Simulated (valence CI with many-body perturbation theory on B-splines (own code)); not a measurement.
**Pm54+ in brief**

Method: valence CI with perturbative core correlation (CI+MBPT): five valence electrons over a frozen Dirac-Fock core [He], a basis of 11 s, 11 p, 10 d, 8 f, 5 g, 2 h functions for each j, with the one-electron correlation potential Σ1, the two-electron term Σ2, the three-electron term Σ3, Breit, model QED; selected CI, second order for the rest, scaled by the run's own slope (own B-spline code, finite nucleus).

The last digits are not significant, and no measured levels were compared; by estimate large intervals hold to a few tenths of a per cent, small ones and those within an open d or f shell to about a per cent. Among the levels kept, up to 7300 cm⁻¹ of a level comes from second order outside the variational space, and about a tenth of that is noise between levels of different J, which matters for small intervals.

Levels are named by their leading jj configuration (3d3/2^4 stands for four electrons in 3d with j = 3/2), which in mixed levels can hold well under half, so a name can repeat and another be missing.

Rates and lifetimes use the calculated energies. Strong lines usually hold to 10 to 20 %, long lifetimes can be off by a factor of two.

Q: What is the ground level?

A: (2s^2 2p1/2^2 2p3/2) J=3/2, composition 48 % 2s2 2p3 2P° + 27 % 2s2 2p3 2D° + 26 % 2s2 2p3 4S°, g = 1.338.

Q: Where does the other parity begin?

A: At (2s 2p1/2^2 2p3/2^2) J=5/2, 825.4 eV.

Q: What is the ionisation energy?

A: 10943 eV; NIST lists 10942 ± 5 eV (theoretical).

Q: Among levels below 7955.8 eV, which E1 lines absorb most strongly from the ground level?

A: to (2s^2 2p1/2^2 3d5/2) J=5/2 at 0.1966 nm, f = 0.539; to (2s^2 2p1/2 2p3/2 3d3/2) J=5/2 at 0.1808 nm, f = 0.444; to (2s^2 2p1/2 2p3/2 3d3/2) J=3/2 at 0.1808 nm, f = 0.352.

Q: Name the longest-lived excited levels whose lifetime is computed, and their main decay.

A: (2s^2 2p1/2 2p3/2^2) J=5/2 at 588.1 eV lives 3.29 ns, mostly by M1 to (2s^2 2p1/2^2 2p3/2) J=3/2; (2s^2 2p1/2 2p3/2^2) J=1/2 at 626.2 eV lives 925 ps, mostly by M1 to (2s^2 2p1/2^2 2p3/2) J=3/2; (2s^2 2p1/2 2p3/2^2) J=3/2 at 566.5 eV lives 561 ps, mostly by M1 to (2s^2 2p1/2^2 2p3/2) J=3/2.

Q: How well does LS coupling describe the low levels?

A: Among the lowest 20 levels the leading LS term, summed over configurations, holds 62 % on average. For single configurations the figures are 62 % in LS and 99 % in jj coupling. Terms mix most in the J = 3/2 level at 6177.2 eV, where the leading one holds 33 %.
